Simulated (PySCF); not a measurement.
H$_{4}$NSi, doublet, at a GFN2-xTB geometry; PBE/3-21G run with PySCF.

Here is a job for PySCF.
```python
from pyscf import gto, scf, dft

mol = gto.Mole()
mol.atom = '''
    N     1.07284404   -0.47233394   -0.03757332
    Si   -0.46623376    0.17659403    0.02505938
    H     1.90814349    0.00985181   -0.32564380
    H    -0.91969709   -0.03779712    1.41254787
    H    -1.29533293   -0.71428448   -0.80899513
    H    -0.67574904    1.57625096   -0.36572701
'''
mol.basis = '3-21g'
mol.spin = 1
mol.verbose = 4
mol.build()

mf = dft.UKS(mol)
mf.xc = 'pbe'
mf.kernel()
mf.analyze()
```

Question: Write the output that PySCF gives for this input, abridged.

Answer: 
```
PySCF version 2.14.0

[INPUT] verbose = 4
[INPUT] num. atoms = 6
[INPUT] num. electrons = 25
[INPUT] charge = 0
[INPUT] spin (= nelec alpha-beta = 2S) = 1
[INPUT] symmetry False subgroup None
[INPUT] Mole.unit = angstrom
[INPUT] Symbol           X                Y                Z      unit          X                Y                Z       unit  Magmom
[INPUT]  1 N      1.072844040000  -0.472333940000  -0.037573320000 AA    2.027381409972  -0.892581785937  -0.071003284391 Bohr   0.0
[INPUT]  2 Si    -0.466233760000   0.176594030000   0.025059380000 AA   -0.881054116426   0.333714351933   0.047355365051 Bohr   0.0
[INPUT]  3 H      1.908143490000   0.009851810000  -0.325643800000 AA    3.605868602472   0.018617222731  -0.615377596163 Bohr   0.0
[INPUT]  4 H     -0.919697090000  -0.037797120000   1.412547870000 AA   -1.737975617659  -0.071426205097   2.669328612138 Bohr   0.0
[INPUT]  5 H     -1.295332930000  -0.714284480000  -0.808995130000 AA   -2.447824477830  -1.349802042227  -1.528779231807 Bohr   0.0
[INPUT]  6 H     -0.675749040000   1.576250960000  -0.365727010000 AA   -1.276980614538   2.978682617983  -0.691123885256 Bohr   0.0

nuclear repulsion = 58.3575039430166
number of shells = 20
number of NR pGTOs = 54
number of NR cGTOs = 30
basis = 3-21g
ecp = {}

******** <class 'pyscf.dft.uks.UKS'> ********
method = UKS
initial guess = minao
damping factor = 0
level_shift factor = 0
DIIS = <class 'pyscf.scf.diis.CDIIS'>
diis_start_cycle = 1
diis_space = 8
diis_damp = 0
SCF conv_tol = 1e-09
SCF conv_tol_grad = None
SCF max_cycles = 50
direct_scf = True
direct_scf_tol = 1e-13
number electrons alpha = 13  beta = 12
XC library pyscf.dft.libxc version 7.1.2
    S. Lehtola, C. Steigemann, M. J. T. Oliveira, and M. A. L. Marques,  SoftwareX 7, 1–5 (2018)
XC functionals = pbe
    J. P. Perdew, K. Burke, and M. Ernzerhof,  Phys. Rev. Lett. 77, 3865 (1996)
    J. P. Perdew, K. Burke, and M. Ernzerhof,  Phys. Rev. Lett. 78, 1396 (1997)
    J. P. Perdew, K. Burke, and M. Ernzerhof,  Phys. Rev. Lett. 77, 3865 (1996)
    J. P. Perdew, K. Burke, and M. Ernzerhof,  Phys. Rev. Lett. 78, 1396 (1997)
radial grids:
    Treutler-Ahlrichs [JCP 102, 346 (1995); DOI:10.1063/1.469408] (M4) radial grids

becke partition: Becke, JCP 88, 2547 (1988); DOI:10.1063/1.454033
pruning grids: <function nwchem_prune>
grids dens level: 3
symmetrized grids: False
atomic radii adjust function: <function treutler_atomic_radii_adjust>
small_rho_cutoff = 0
Set gradient conv threshold to 3.16228e-05
tot grids = 72320
init E= -344.254313863345

cycle= 1 E= -344.441980742462  delta_E= -0.188  |g|= 0.231  |ddm|= 1.51
cycle= 2 E= -344.341015325457  delta_E= 0.101  |g|= 0.495  |ddm|= 1.03
cycle= 3 E= -344.473792444057  delta_E= -0.133  |g|= 0.0173  |ddm|= 0.783
cycle= 4 E= -344.473997794453  delta_E= -0.000205  |g|= 0.0113  |ddm|= 0.0535
cycle= 5 E= -344.474102342033  delta_E= -0.000105  |g|= 0.00168  |ddm|= 0.0239
cycle= 6 E= -344.474104440084  delta_E= -2.1e-06  |g|= 0.000736  |ddm|= 0.00365
cycle= 7 E= -344.474104906735  delta_E= -4.67e-07  |g|= 7.43e-05  |ddm|= 0.00145
cycle= 8 E= -344.474104911177  delta_E= -4.44e-09  |g|= 2.85e-05  |ddm|= 0.000215
cycle= 9 E= -344.474104912029  delta_E= -8.52e-10  |g|= 5.98e-06  |ddm|= 7.63e-05
Extra cycle  E= -344.474104912015  delta_E= 1.4e-11  |g|= 8.54e-06  |ddm|= 2.73e-05
converged SCF energy = -344.474104912015  <S^2> = 0.75302744  2S+1 = 2.0030252
**** SCF Summaries ****
Total Energy =                        -344.474104912015150
Nuclear Repulsion Energy =              58.357503943016603
One-electron Energy =                 -591.391037016352357
Two-electron Energy =                  188.559428161320625
Two-electron Coulomb Energy =          217.555199512037802
DFT Exchange-Correlation Energy =      -28.995771350717163
**** MO energy ****
                             alpha | beta                alpha | beta
MO #1   energy= -64.9431389783242  | -64.9434331054828  occ= 1 | 1
MO #2   energy= -13.9283559960356  | -13.9131008431735  occ= 1 | 1
MO #3   energy= -5.0274959181325   | -5.02788886819198  occ= 1 | 1
MO #4   energy= -3.44055284453052  | -3.44105781366734  occ= 1 | 1
MO #5   energy= -3.43808248961547  | -3.43860209025856  occ= 1 | 1
MO #6   energy= -3.43798974301219  | -3.43835224860972  occ= 1 | 1
MO #7   energy= -0.772538829790102 | -0.733921798637307 occ= 1 | 1
MO #8   energy= -0.506593733832772 | -0.500602709336892 occ= 1 | 1
MO #9   energy= -0.39219116489753  | -0.382552259276149 occ= 1 | 1
MO #10  energy= -0.341208762175321 | -0.323535453214618 occ= 1 | 1
MO #11  energy= -0.325129307884665 | -0.320078270319591 occ= 1 | 1
MO #12  energy= -0.239447444780059 | -0.199997889779304 occ= 1 | 1
MO #13  energy= -0.219365034031993 | -0.156870612279071 occ= 1 | 0
MO #14  energy= 0.0151363025500637 | 0.0217818458081083 occ= 0 | 0
MO #15  energy= 0.0678109978855885 | 0.0817914157058657 occ= 0 | 0
MO #16  energy= 0.086208435182233  | 0.0892290198127244 occ= 0 | 0
MO #17  energy= 0.105640686459108  | 0.112250587404658  occ= 0 | 0
MO #18  energy= 0.161414433624741  | 0.167541113845515  occ= 0 | 0
MO #19  energy= 0.277074888051367  | 0.278479768714552  occ= 0 | 0
MO #20  energy= 0.277289078590496  | 0.278585427833143  occ= 0 | 0
MO #21  energy= 0.29733248816965   | 0.299111639834204  occ= 0 | 0

To work with the spin densities directly, `use mulliken_meta_spin()` only printing them here.

 ** Mulliken spin pop alpha/beta on meta-lowdin orthogonal AOs **
 ** Mulliken Spin Density (per AO)  **
spin_pop of  0 N 1s       -0.00001
spin_pop of  0 N 2s        0.02204
spin_pop of  0 N 3s       -0.00011
spin_pop of  0 N 2px       0.04248
spin_pop of  0 N 2py       0.08526
spin_pop of  0 N 2pz       0.78151
spin_pop of  0 N 3px      -0.00002
spin_pop of  0 N 3py      -0.00015
spin_pop of  0 N 3pz       0.00261
spin_pop of  1 Si 1s        0.00000
spin_pop of  1 Si 2s        0.00000
spin_pop of  1 Si 3s       -0.01013
spin_pop of  1 Si 4s       -0.00015
spin_pop of  1 Si 2px      -0.00000
spin_pop of  1 Si 2py      -0.00000
spin_pop of  1 Si 2pz      -0.00000
spin_pop of  1 Si 3px      -0.02117
spin_pop of  1 Si 3py      -0.01032
spin_pop of  1 Si 3pz      -0.02952
spin_pop of  1 Si 4px      -0.00051
spin_pop of  1 Si 4py      -0.00042
spin_pop of  1 Si 4pz       0.00286
spin_pop of  2 H 1s       -0.02227
spin_pop of  2 H 2s       -0.00027
spin_pop of  3 H 1s        0.08145
spin_pop of  3 H 2s        0.00034
spin_pop of  4 H 1s        0.08145
spin_pop of  4 H 2s        0.00034
spin_pop of  5 H 1s       -0.00488
spin_pop of  5 H 2s       -0.00039
 ** Mulliken Spin Density (per atom)  **
spin density of  0 N =      0.93362
spin density of  1 Si =     -0.06936
spin density of  2 H =     -0.02255
spin density of  3 H =      0.08178
spin density of  4 H =      0.08178
spin density of  5 H =     -0.00528
 ** Mulliken pop alpha/beta on meta-lowdin orthogonal AOs **
 ** Mulliken pop       alpha | beta **
pop of  0 N 1s        0.99977 | 0.99979
pop of  0 N 2s        0.77234 | 0.75030
pop of  0 N 3s        0.00135 | 0.00146
pop of  0 N 2px       0.65266 | 0.61018
pop of  0 N 2py       0.83967 | 0.75441
pop of  0 N 2pz       0.91808 | 0.13657
pop of  0 N 3px       0.00100 | 0.00102
pop of  0 N 3py       0.00291 | 0.00305
pop of  0 N 3pz       0.00289 | 0.00028
pop of  1 Si 1s        0.99999 | 0.99999
pop of  1 Si 2s        0.99968 | 0.99967
pop of  1 Si 3s        0.52204 | 0.53217
pop of  1 Si 4s        0.00312 | 0.00327
pop of  1 Si 2px       0.99958 | 0.99959
pop of  1 Si 2py       0.99968 | 0.99968
pop of  1 Si 2pz       0.99971 | 0.99972
pop of  1 Si 3px       0.31547 | 0.33663
pop of  1 Si 3py       0.43629 | 0.44661
pop of  1 Si 3pz       0.43982 | 0.46935
pop of  1 Si 4px       0.00634 | 0.00685
pop of  1 Si 4py       0.01077 | 0.01118
pop of  1 Si 4pz       0.00865 | 0.00579
pop of  2 H 1s        0.37955 | 0.40182
pop of  2 H 2s        0.00593 | 0.00620
pop of  3 H 1s        0.56499 | 0.48355
pop of  3 H 2s        0.00194 | 0.00160
pop of  4 H 1s        0.56499 | 0.48355
pop of  4 H 2s        0.00194 | 0.00160
pop of  5 H 1s        0.54629 | 0.55118
pop of  5 H 2s        0.00254 | 0.00293
In total            13.00000 | 12.00000
 ** Mulliken atomic charges   ( Nelec_alpha | Nelec_beta ) **
charge of  0N =     -0.44774  (     4.19068      3.25706 )
charge of  1Si =      0.44834  (     6.74115      6.81051 )
charge of  2H =      0.20649  (     0.38548      0.40803 )
charge of  3H =     -0.05208  (     0.56693      0.48515 )
charge of  4H =     -0.05208  (     0.56693      0.48515 )
charge of  5H =     -0.10294  (     0.54883      0.55411 )
Dipole moment(X, Y, Z, Debye):  0.42611,  1.40893, -0.50109
```
